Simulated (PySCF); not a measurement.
GeH₅NZn. Atoms are numbered in the order given.

```xyz
8

Zn    -0.0546     0.7610    -0.5013
N      0.0527     2.3282    -1.4556
H     -0.5652     3.0896    -1.1469
H     -0.0744     2.2486    -2.4726
Ge     0.0521    -1.2275     0.7963
H      1.0219    -2.2824     0.1873
H      0.5475    -0.9699     2.2496
H     -1.3276    -1.9357     0.9288
```
Charge 0, spin multiplicity 1.

Geometry: PBE-D3(BJ)/def2-SVP. The structure was generated by enumeration; whether it is a known compound was not checked. Other conformers were not sampled.

Calculation: PBE-D3(BJ)/def2-SVP (PySCF).

Frequencies are harmonic and unscaled.

A small imaginary wavenumber (i) marks a very flat motion, where grid noise or a shallow saddle decides the sign.

Question: Estimate the vibrational spectrum. (Estimate from the structure and the level; the computed values follow.)

Answer: 
| mode | ν (cm⁻¹) | IR (km/mol) | moving atoms (share of kinetic energy) |
|---|---|---|---|
| 1 | 17i | 21.7 | H 89 %, N 8 % |
| 2 | 104 | 0.4 | Zn 34 %, H 31 %, N 30 % |
| 3 | 104 | 4.1 | N 40 %, Zn 38 %, H 17 % |
| 4 | 235 | 1.3 | Ge 50 %, Zn 35 %, N 13 % |
| 5 | 384 | 7.4 | H 93 % |
| 6 | 394 | 80.2 | H 77 %, N 17 % |
| 7 | 400 | 81.3 | H 90 % |
| 8 | 646 | 63.0 | N 61 %, Zn 22 %, H 17 % |
| 9 | 691 | 9.3 | H 88 %, N 11 % |
| 10 | 770 | 178.9 | H 96 % |
| 11 | 857 | 24.9 | H 99 % |
| 12 | 861 | 27.6 | H 99 % |
| 13 | 1485 | 6.5 | H 91 %, N 9 % |
| 14 | 2045 | 89.3 | H 99 % |
| 15 | 2057 | 121.3 | H 98 % |
| 16 | 2057 | 122.5 | H 98 % |
| 17 | 3428 | 1.3 | H 96 % |
| 18 | 3517 | 3.6 | H 92 %, N 8 % |
